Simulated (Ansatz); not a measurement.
The cluster Be2Te⁺. Charge 1, multiplicity 2. Geometry relaxed at PBE-D4/def2-TZVP.

```
atom    x (Å)    y (Å)    z (Å)
 Be1   0.0306   1.2101   0.2394
 Be2   0.2893  -0.7339   0.9488
 Te3  -0.3199  -0.4762  -1.1882
```

In the def2 sets Te takes a core potential; there is no spin–orbit coupling. The structure comes from a short search, and lower isomers may exist.

Estimate the harmonic wavenumbers at UKS PBE-D4/def2-TZVP (Ansatz, unscaled). Is this a minimum?

458, 509, 643 cm⁻¹. Yes, no mode is imaginary beyond noise. Zero-point energy 9.6 kJ/mol. It took 4.2 s on 4 threads of Arm Neoverse V2 on a shared host.
